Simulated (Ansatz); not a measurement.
M(OH)4 with several metals: PBE-D4/def2-SVP single points in Ansatz on relaxed structures, gas phase. Core potentials for Hf, Mo, Zr, no spin–orbit coupling. HOMO and LUMO are taken over both spins. Binding counts from free atoms in the multiplicity of their measured ground term, without zero-point energy. Singlets are spin-restricted. Names give formal oxidation states. A dash marks a value that wasn't run or was left out as unsound. The structures are stationary points that may keep the symmetry of their start.

(1) Estimate the order by gap (eV), lowest first.
A. Mo(OH)4 (MoO4H4) (triplet)
B. Zr(OH)4 (ZrO4H4) (singlet)
C. Hf(OH)4 (HfO4H4) (singlet)
D. Ti(OH)4 (TiO4H4) (singlet)

(1) A (1.39), D (5.03), B (6.01), C (6.11).

In full:

```tsv
species	atoms	state	geometry	HOMO (eV)	LUMO (eV)	gap (eV)	binding per atom (eV)	point group (within 0.1 Å)
Hf(OH)4 (HfO4H4)	9	singlet	PBE0-D4/def2-SVP	-6.47	-0.36	6.11	4.64	Td
Ti(OH)4 (TiO4H4)	9	singlet	PBE-D4/def2-SVP	-6.83	-1.80	5.03	4.49	–
Mo(OH)4 (MoO4H4)	9	triplet	r2SCAN-D4/def2-SVP	-3.83	-2.44	1.39	4.07	–
Zr(OH)4 (ZrO4H4)	9	singlet	PBE-D4/def2-SVP	-6.43	-0.41	6.01	–	Td
```

The gap (eV) runs from 1.39 (Mo(OH)4) to 6.11 (Hf(OH)4).
